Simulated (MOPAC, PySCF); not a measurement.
CHN, SMILES `[C-]#[NH+]`, neutral singlet in the gas phase. 

Cartesian coordinates (Å):
SMILES: [C-]#[NH+]
```xyz
3

C      1.0484    -0.4248     0.0000
N     -0.0526    -0.0470     0.0000
H     -0.9958     0.2767     0.0000
```
Charge 0, spin multiplicity 1.

All levels are single points at this geometry (B3LYP-D3(BJ)/def2-TZVP); Pople sets use spherical d functions. Orbital energies aren't observables, and empty levels follow the basis.

SVWN5/6-31G* in PySCF gives dipole (D) = 3.08.

Question: Estimate the dipole (D) from each of these levels: B3LYP-D3(BJ)/def2-TZVP in PySCF; PBE-D3(BJ)/def2-TZVP in PySCF; B3LYP/3-21G in PySCF; B3LYP/6-31G* in PySCF; PBE/6-31G* in PySCF; PM3 in MOPAC; PM6 in MOPAC; PM7 in MOPAC.

Answer: 
| level | dipole (D) |
|---|---|
| B3LYP-D3(BJ)/def2-TZVP in PySCF | 3.10 |
| PBE-D3(BJ)/def2-TZVP in PySCF | 3.15 |
| B3LYP/3-21G in PySCF | 3.04 |
| B3LYP/6-31G* in PySCF | 2.98 |
| PBE/6-31G* in PySCF | 3.02 |
| PM3 in MOPAC | 3.35 |
| PM6 in MOPAC | 2.54 |
| PM7 in MOPAC | 2.16 |
